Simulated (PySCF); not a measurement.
How methods differ on the interval between two levels of Tl²⁺

Tl²⁺ [Xe] 4f14 5d10 6s1 [2S1/2, M_J = 1/2] → Tl²⁺ [Xe] 4f14 5d9 6s2 [2D5/2, M_J = 5/2], as a difference of total energies. All numbers are calculated (PySCF 2.14, the two-component X2C-1e Hamiltonian, in x2c-SVPall-2c with one added diffuse shell each of s, p type (8s12p7d2f, 93 functions)). Correlated levels: [Kr] 4d10 4f14 frozen; the 22 highest virtual spinors dropped. "Screened" scales the spin-orbit matrix elements by Boettger's factors to mimic the two-electron term; Breit and QED terms are absent.

```json
{"method": "GHF (spin-free)", "interval between two levels (cm⁻¹)": "81196"}
{"method": "GMP2 (spin-free)", "interval between two levels (cm⁻¹)": "74239"}
{"method": "GHF (screened spin-orbit)", "interval between two levels (cm⁻¹)": "73775"}
{"method": "GMP2 (screened spin-orbit)", "interval between two levels (cm⁻¹)": "66414"}
```
